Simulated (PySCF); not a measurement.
FS, doublet, geometry from GFN2-xTB. Base run: PySCF with BLYP/def2-SVP.

PySCF was given this input:
```python
from pyscf import gto, scf, dft

mol = gto.M(
    atom='''
S    -0.00000000   -0.00000000   -0.58553681
F     0.00000000    0.00000000    1.04095434
''',
    basis='def2-svp',
    spin=1,
    verbose=4,
)

mf = dft.UKS(mol)
mf.xc = 'blyp'
mf.kernel()
mf.analyze()
```

Variants of this job, named by their change:

| change | ΔE vs base (mEh) | SCF cycles | <S^2> | outcome |
|---|---|---|---|---|
| base | 0.000 | 9 | 0.752 | converged |
| diis_space = 2 | 0.000 | 22 | 0.752 | converged |
| solver = newton | 0.000 | - | 0.752 | converged |
| damp = 0.5; diis_start_cycle = 5 | 0.000 | 13 | 0.752 | converged |
| conv_tol = 1e-11 | 0.000 | 11 | 0.752 | converged |
| level_shift = 0.3 (with mf.max_cycle = 100) | 0.000 | 16 | 0.752 | converged |
| init_guess = mod_huckel | 0.000 | 10 | 0.752 | converged |
| diis_space = 12 | 0.000 | 9 | 0.752 | converged |
| init_guess = sap | 0.000 | 11 | 0.752 | converged |
| conv_tol = 1e-4 | 0.004 | 6 | 0.752 | converged |
| conv_tol = 1e-6 | 0.000 | 8 | 0.752 | converged |
| diis = off; damp = 0.3 (with mf.diis_start_cycle = 200; with mf.max_cycle = 150) | - | 150 | - | not converged |
| level_shift = 0.5 (with mf.max_cycle = 100) | 0.000 | 21 | 0.752 | converged |

Open shells are given as the SCF converged; they aren't shown to be the lowest states, and a large step between rows can be another state.
